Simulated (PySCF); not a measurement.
C₃H₆F₂Si, SMILES C/C=C(\F)[SiH2]F.

The structure is a stationary point at B3LYP-D3(BJ)/def2-SVP. The structure was generated by enumeration; whether it is a known compound was not checked. The values are those of a single conformer.

These are PBE/def2-TZVP (PySCF) values and carry that method's errors.

Symmetry labels are those of the subgroup Cs that the program uses (full group Cs).

Computed valence orbital energies around the gap with their symmetry:
```tsv
orbital	symmetry	energy (eV)
HOMO−7	A"	-10.48
HOMO−6	A"	-10.17
HOMO−5	A'	-9.99
HOMO−4	A'	-9.86
HOMO−3	A'	-9.08
HOMO−2	A"	-8.34
HOMO−1	A'	-7.78
HOMO	A"	-6.29
LUMO	A"	-1.25
LUMO+1	A'	-1.05
LUMO+2	A'	0.34
LUMO+3	A'	0.76
```
